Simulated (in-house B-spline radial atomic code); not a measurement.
Configurations of the strontium ion Sr³⁺, with energies counted from [Ar] 3d10 4s2 (4p1/2)2 (4p3/2)3. Method: Dirac-Hartree-Fock, average of each configuration as written, Fermi nucleus of rms radius 4.224 fm. Calculated with a B-spline radial code for spherical atoms. Energies include first-order Breit, QED and recoil terms.

Occupations are held fixed; configurations that lie above the ionisation limit could autoionise.

```json
{"configuration": "[Ar] 3d10 4s2 (4p3/2)4 (6p3/2)1", "E - E(ref) (eV)": "46.625", "highest orbital": "6p3/2", "its <r> (bohr)": "6.406"}
{"configuration": "[Ar] 3d10 4s1 (4p1/2)2 (4p3/2)3 (4d3/2)1", "E - E(ref) (eV)": "47.726", "highest orbital": "4d3/2", "its <r> (bohr)": "2.024"}
{"configuration": "[Ar] 3d10 4s1 (4p1/2)1 (4p3/2)4 (5f7/2)1", "E - E(ref) (eV)": "70.886", "highest orbital": "5f7/2", "its <r> (bohr)": "7.295"}
{"configuration": "[Ar] 3d10 4s1 (4p1/2)1 (4p3/2)4 (7p3/2)1", "E - E(ref) (eV)": "71.936", "highest orbital": "7p3/2", "its <r> (bohr)": "9.936"}
{"configuration": "[Ar] (3d3/2)3 (3d5/2)6 4s2 4p6", "E - E(ref) (eV)": "116.37", "highest orbital": "4p3/2", "its <r> (bohr)": "1.457"}
{"configuration": "[Ar] (3d3/2)3 (3d5/2)6 4s2 (4p1/2)1 (4p3/2)4 (7p3/2)1", "E - E(ref) (eV)": "168.21", "highest orbital": "7p3/2", "its <r> (bohr)": "9.834"}
```

Task: Order these further configurations by energy, lowest first.
A. [Ar] 3d10 4s1 (4p1/2)2 (4p3/2)3 (8d5/2)1
B. [Ar] 3d10 4s2 (4p1/2)1 (4p3/2)4
C. [Ar] 3d10 4s2 (4p1/2)1 (4p3/2)3 (8d5/2)1
D. [Ne] 3s2 (3p1/2)2 (3p3/2)3 3d10 4s2 (4p1/2)1 (4p3/2)4 (8g7/2)1
E. [Ar] (3d3/2)3 (3d5/2)6 4s2 (4p1/2)2 (4p3/2)3 (5f7/2)1

Result: B (1.211 eV), C (52.233 eV), A (74.054 eV), E (165.97 eV), D (310.85 eV).

Task: How far above the reference does [Ne] 3s2 (3p1/2)1 (3p3/2)4 3d10 4s2 (4p1/2)2 (4p3/2)3 (7f5/2)1 lie?

Result: 318.81 eV; its least bound orbital is 7f5/2 with <r> = 16 bohr.

Task: How far above the reference does [Ar] 3d10 4s2 (4p1/2)1 (4p3/2)3 5s1 lie?

Result: 29.935 eV; its least bound orbital is 5s1/2 with <r> = 3.128 bohr.
